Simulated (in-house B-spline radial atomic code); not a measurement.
## Functionals against NIST's ionisation energies along a row: La³⁺ to Lu³⁺

Ionisation energies as differences of self-consistent total energies from a B-spline radial code for spherical atoms: all electrons, radial basis limit, scalar-relativistic (one-electron X2C), spin-polarised at highest spin, spherical densities; exact exchange is averaged over the determinants of each configuration. No spin-orbit coupling, Breit or QED terms. NIST's values run from ground level to ground level, so in open shells the differences also hold multiplet and fine-structure energies that spherical high-spin averages miss. For p electrons of heavy elements the spin-orbit part alone reaches an electronvolt or more. Columns give computed minus NIST, in eV; a star marks a semi-empirical value. Species are left out where the tabulated value is theory, is uncertain by more than 0.12 eV, or (13 ions, such as In⁴⁺, Te⁴⁺ and Bi⁴⁺) lies off its series for all methods alike, which flatters the means a little.

```tsv
species	shell	NIST (eV)	LDA VWN5	LDA exchange-only	BLYP	BHandHLYP	B97-1	revTPSS
La³⁺	5p	49.95 ± 0.06*	+0.89	-0.73	+0.45	+0.72	+0.70	+0.83
Ce³⁺	4f	36.91 ± 0.009*	+1.39	-0.43	+0.84	-0.01	+0.61	+0.64
Pr³⁺	4f	38.98 ± 0.03*	+0.88	-0.90	+0.34	-0.52	+0.11	+0.24
Nd³⁺	4f	40.60 ± 0.04*	+0.66	-1.08	+0.13	-0.73	-0.09	+0.10
Pm³⁺	4f	41.17 ± 0.09*	+1.36	-0.35	+0.83	-0.01	+0.62	+0.86
Sm³⁺	4f	41.64 ± 0.1*	+2.03	+0.35	+1.51	+0.71	+1.33	+1.58
Eu³⁺	4f	42.94 ± 0.1*	+1.78	+0.12	+1.25	+0.50	+1.09	+1.37
Gd³⁺	4f	44.44 ± 0.08*	+1.23	-0.40	+0.70	+0.01	+0.57	+0.86
Tb³⁺	4f	39.33 ± 0.04*	+1.97	-0.21	+1.33	-0.64	+0.61	+0.89
Dy³⁺	4f	41.23 ± 0.08*	+1.20	-0.92	+0.57	-1.39	-0.12	+0.26
Ho³⁺	4f	42.52 ± 0.08*	+0.95	-1.12	+0.32	-1.60	-0.35	+0.10
Er³⁺	4f	42.42 ± 0.04*	+2.00	-0.03	+1.39	-0.49	+0.74	+1.23
Tm³⁺	4f	42.41 ± 0.04*	+2.88	+0.89	+2.28	+0.46	+1.66	+2.18
Yb³⁺	4f	43.61 ± 0.04*	+2.48	+0.53	+1.89	+0.15	+1.30	+1.84
Lu³⁺	4f	45.25 ± 0.03*	+1.58	-0.34	+1.00	-0.66	+0.44	+0.98
```

Q: How do the methods rank, and which species is hardest?

A: Mean absolute (signed) differences: LDA exchange-only 0.56 (-0.31) eV; BHandHLYP 0.57 (-0.23) eV; B97-1 0.69 (+0.61) eV; revTPSS 0.93 (+0.93) eV; BLYP 0.99 (+0.99) eV; LDA VWN5 1.55 (+1.55) eV. For Tm³⁺, which loses a 4f electron, the nearest method is off by +0.46 eV, the largest such miss. The first two are tied within the accuracy of the references.
